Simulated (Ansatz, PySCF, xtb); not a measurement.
Complex: CH4O (SMILES CO) (first 6 atoms) with CH2O2 (SMILES O=CO); geometry from B3LYP-D3(BJ)/def2-TZVP, rigid monomers moved along the line of their centres of mass till O2···H11 is 2.98 Å.
(charge 0, multiplicity 1):
```json
[
 {"atom": "C", "x (Å)": "-0.1896", "y (Å)": "-0.3503", "z (Å)": "0.1830"},
 {"atom": "O", "x (Å)": "0.4893", "y (Å)": "-0.8055", "z (Å)": "1.3522"},
 {"atom": "H", "x (Å)": "-0.9040", "y (Å)": "0.4454", "z (Å)": "0.4141"},
 {"atom": "H", "x (Å)": "-0.7288", "y (Å)": "-1.2018", "z (Å)": "-0.2278"},
 {"atom": "H", "x (Å)": "0.5196", "y (Å)": "0.0110", "z (Å)": "-0.5655"},
 {"atom": "H", "x (Å)": "0.9374", "y (Å)": "-0.0547", "z (Å)": "1.7799"},
 {"atom": "O", "x (Å)": "0.7559", "y (Å)": "1.1703", "z (Å)": "4.9119"},
 {"atom": "C", "x (Å)": "-0.0545", "y (Å)": "0.5361", "z (Å)": "5.5492"},
 {"atom": "O", "x (Å)": "-0.7103", "y (Å)": "-0.5316", "z (Å)": "5.1237"},
 {"atom": "H", "x (Å)": "-0.3385", "y (Å)": "0.7896", "z (Å)": "6.5783"},
 {"atom": "H", "x (Å)": "-0.4219", "y (Å)": "-0.7229", "z (Å)": "4.1875"}
]
```

Interaction energies are E(AB) − E(A) − E(B) at the monomers' geometry in the complex; basis-set methods are counterpoise corrected. Rows marked so take none.

Rows in 6-31G* carry no dispersion term and start afresh at each structure (6-31G* with six Cartesian d functions).

Run with Ansatz (a program for electronic structure) with Gaussian orbitals; PySCF for 6-31G* rows, the dispersion terms; xtb for the GFN methods. Values without a source in brackets are computed.

Question: One of these levels gives -162.5 meV for the interaction energy. Name it.
A) r2SCAN-D4/def2-TZVPPD
B) BP86/6-31G* (no counterpoise)
C) GFN2-xTB

Answer: B, BP86/6-31G* (no counterpoise). The others give -129.9 (GFN2-xTB), -148.7 (r2SCAN-D4/def2-TZVPPD)
